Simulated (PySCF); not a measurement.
C2H5BO3, SMILES B(C)(O)C(O)=O.

Coordinates come from a B3LYP-D3(BJ)/def2-SVP optimisation. This is a generated structure with no PubChem entry under its InChIKey; it may be hypothetical. Other conformers were not sampled.

All values below come from TDDFT-PBE/def2-SVPD in PySCF.

Vertical excitations. Isolated molecule, no solvent. State labels are in the subgroup Cs.

Computed excitation energies, oscillator strengths and character:
| state | symmetry | energy (eV) | λ (nm) | f | main pairs |
|---|---|---|---|---|---|
| S1 | A" | 4.15 | 299 | 0.000 | HOMO→LUMO 100 % |
| S2 | A" | 5.64 | 220 | 0.001 | HOMO−2→LUMO 100 % |
| S3 | A' | 6.16 | 201 | 0.026 | HOMO→LUMO+1 74 %, HOMO−1→LUMO 24 % |
| S4 | A' | 6.32 | 196 | 0.020 | HOMO−1→LUMO 56 %, HOMO→LUMO+1 22 %, HOMO→LUMO+2 16 % |
| S5 | A' | 6.75 | 184 | 0.064 | HOMO−3→LUMO 76 %, HOMO→LUMO+2 16 % |
| S6 | A" | 6.76 | 183 | 0.002 | HOMO−4→LUMO 97 % |
| S7 | A' | 6.89 | 180 | 0.109 | HOMO→LUMO+2 66 %, HOMO−3→LUMO 13 %, HOMO−1→LUMO 11 % |
| S8 | A" | 7.11 | 174 | 0.000 | HOMO−5→LUMO 98 % |
| S9 | A" | 7.35 | 169 | 0.000 | HOMO→LUMO+3 97 % |
| S10 | A' | 7.43 | 167 | 0.004 | HOMO→LUMO+4 83 %, HOMO−6→LUMO 16 % |
| T1 | A" | 3.60 | 344 | 0 | HOMO→LUMO 100 % |
| T2 | A' | 4.94 | 251 | 0 | HOMO−1→LUMO 98 % |
| T3 | A" | 5.25 | 236 | 0 | HOMO−2→LUMO 100 % |
| T4 | A' | 5.85 | 212 | 0 | HOMO−3→LUMO 97 % |
Triplets are in the Tamm–Dancoff approximation, which puts them higher than full response would, so one can lie above its singlet here.
